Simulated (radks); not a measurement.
Values are calculated unless marked as measured or tabulated.
Problem. W24+, configuration [Kr] 4d10 4f4. Level of theory: Dirac Kohn-Sham, PBE, spin-unpolarised, spherical densities, point nucleus; open shells fill j = l - 1/2 first (a radial shooting solver on a logarithmic mesh with Libxc functionals).

Spin-orbit splittings of the eigenvalues, e(l+1/2) - e(l-1/2), with zeta = 2 splitting/(2l+1) and mean radii in bohr:

| shell | occ. | splitting (eV) | zeta (eV) | <r> j=l-1/2 | <r> j=l+1/2 |
|---|---|---|---|---|---|
| 2p | 6 | 1352 | 901.6 | 0.06367 | 0.07163 |
| 3p | 6 | 293.6 | 195.7 | 0.1902 | 0.2048 |
| 3d | 10 | 63.73 | 25.49 | 0.1793 | 0.1837 |
| 4p | 6 | 76.55 | 51.03 | 0.4337 | 0.4605 |
| 4d | 10 | 15.29 | 6.115 | 0.4611 | 0.4691 |
| 4f | 4 | ? | ? | 0.4575 | 0.4609 |

Estimate the 4f splitting.

Solution. 3.658 eV (zeta = 1.045 eV).
